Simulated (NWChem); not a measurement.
System meant: trimethylsulfonium (C₃H₉S cation); SMILES C[S+](C)C

Input file for NWChem:

```
start job
memory heap 200 mb stack 900 mb global 1100 mb
charge 1
geometry units angstroms noautoz
  C      0.447669    -1.581712     0.291168
  S      0.000000     0.000000    -0.498677
  C      1.145968     1.178549     0.291168
  C     -1.593637     0.403163     0.291168
  H      0.421569    -1.488976     1.379415
  H      1.449480    -1.846951    -0.055381
  H     -0.266587    -2.332632    -0.055234
  H      1.078706     1.109578     1.379415
  H      0.874766     2.178762    -0.055381
  H      2.153412     0.935445    -0.055234
  H     -1.500275     0.379398     1.379415
  H     -1.886825     1.397187    -0.055234
  H     -2.324246    -0.331811    -0.055381
end
basis spherical
  * library def2-svp
end
dft
  xc b3lyp
  iterations 150
end
tddft
  cis
  nroots 4
  notriplet
end
task tddft energy
```

End of the output:

```
 Vector   24  Occ=0.000000D+00  E=-1.449528D-01  Symmetry=a
              MO Center=  3.7D-09, -2.3D-10,  3.9D-01, r^2= 4.3D+00
   Bfn.  Coefficient  Atom+Function         Bfn.  Coefficient  Atom+Function
  ----- ------------  ---------------      ----- ------------  ---------------
    18      1.213096   2 S  s                27      0.637848   2 S  pz
    53     -0.536118   4 C  px                8     -0.474779   1 C  py
    40      0.453805   3 C  py               17      0.449743   2 S  s
    62     -0.420540   5 H  s                77     -0.420540   8 H  s
    92     -0.420540  11 H  s                 9      0.339221   1 C  pz

 center of mass
 --------------
 x =   0.00000000 y =   0.00000000 z =  -0.08683245

 moments of inertia (a.u.)
 ------------------
         305.920043924745          -0.000000000000          -0.000000000000
          -0.000000000000         305.920043924745          -0.000000000000
          -0.000000000000          -0.000000000000         492.280586704928

     Multipole analysis of the density
     ---------------------------------

     L   x y z        total         alpha         beta         nuclear
     -   - - -        -----         -----         ----         -------
     0   0 0 0      1.000000    -21.000000    -21.000000     43.000000

     1   1 0 0      0.000000      0.000000      0.000000      0.000000
     1   0 1 0     -0.000000     -0.000000     -0.000000      0.000000
     1   0 0 1      0.368769      0.184385      0.184385      0.000000

     2   2 0 0    -17.198973    -87.964290    -87.964290    158.729608
     2   1 1 0      0.000000      0.000000      0.000000      0.000000
     2   1 0 1      0.000000      0.000000      0.000000      0.000000
     2   0 2 0    -17.198973    -87.964290    -87.964290    158.729608
     2   0 1 1      0.000000      0.000000      0.000000      0.000000
     2   0 0 2    -22.861517    -31.437706    -31.437706     40.013896

 ------------------------------------------------------------------------
 tddft_init: non-Abelian symmetry not permitted                   0
 ------------------------------------------------------------------------
 ------------------------------------------------------------------------
  current input line :
    31: task tddft energy
 ------------------------------------------------------------------------
 ------------------------------------------------------------------------
 There is an error related to the specified geometry
 ------------------------------------------------------------------------
 For more information see the NWChem manual at https://nwchemgit.github.io

0:tddft_init: non-Abelian symmetry not permitted:Received an Error in Communication
```

**Question.** Can this run be used? If not, why, and what is the fix?

**Answer.** The run crashed. Cause: the TDDFT module takes Abelian point groups alone, and the geometry was found to have a non-Abelian one. This input runs:
```
start job
memory heap 200 mb stack 900 mb global 1100 mb
charge 1
geometry units angstroms noautosym nocenter noautoz
  C      0.447669    -1.581712     0.291168
  S      0.000000     0.000000    -0.498677
  C      1.145968     1.178549     0.291168
  C     -1.593637     0.403163     0.291168
  H      0.421569    -1.488976     1.379415
  H      1.449480    -1.846951    -0.055381
  H     -0.266587    -2.332632    -0.055234
  H      1.078706     1.109578     1.379415
  H      0.874766     2.178762    -0.055381
  H      2.153412     0.935445    -0.055234
  H     -1.500275     0.379398     1.379415
  H     -1.886825     1.397187    -0.055234
  H     -2.324246    -0.331811    -0.055381
end
basis spherical
  * library def2-svp
end
dft
  xc b3lyp
  iterations 150
end
tddft
  cis
  nroots 4
  notriplet
end
task tddft energy
```
It converges to -517.47031 Ha (B3LYP/def2-SVP, TDA).
